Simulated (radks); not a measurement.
Dynamic dipole polarisability and lines of the rhodium ion Rh16+, [Ar] 3d10 4s1. All-electron calculation, non-relativistic Kohn-Sham, LB94 model potential, spin-polarised, spherical densities, point nucleus; open shells are filled with parallel spins first (spin-orbit coupling, left out, can overturn this in heavy ions). Program: a radial shooting solver on a logarithmic mesh with Libxc functionals. Time-dependent linear response with the Hartree and adiabatic LDA kernel, continuum included through the Sternheimer equations. Lines are the poles of the dipole polarisability below minus the highest occupied eigenvalue, found on a grid refined at the orbital gaps; the lowest seven at most are given, and weak or close lines can be missed. The first line takes the name of the lowest orbital gap if no other gap lies below it; otherwise a line is named after a gap within 0.6 % of it, if that gap stands alone.

photon energy (eV)  alpha (bohr^3)
0                           0.3729
6.802                       0.3857
47.613                     -0.3573
88.423                    -0.03228
129.23                     0.02161
170.04                     0.04548
210.86                     0.02012

Lines (eV, oscillator strength): 35.230 (35.19 nm, 4s-4p), f = 0.554; 193.43 (6.410 nm, 4s-5p), f = 0.183; 270.61 (4.582 nm, 4s-6p), f = 0.0602; 313.08 (3.960 nm, 4s-7p), f = 0.0245; 317.15 (3.909 nm, unassigned), f = 0.0651; 322.48 (3.845 nm, unassigned), f = 0.383. Higher lines, where found, are left out when the end of the mesh affects them. Those listed give 91 % of the static polarisability (sum of f/w^2). Orbital energy gaps for comparison: 4s-4p 32.988 eV; 4s-5p 194.40 eV; 4s-6p 271.03 eV; 4s-7p 313.31 eV; 3d-4p down 317.36 eV.
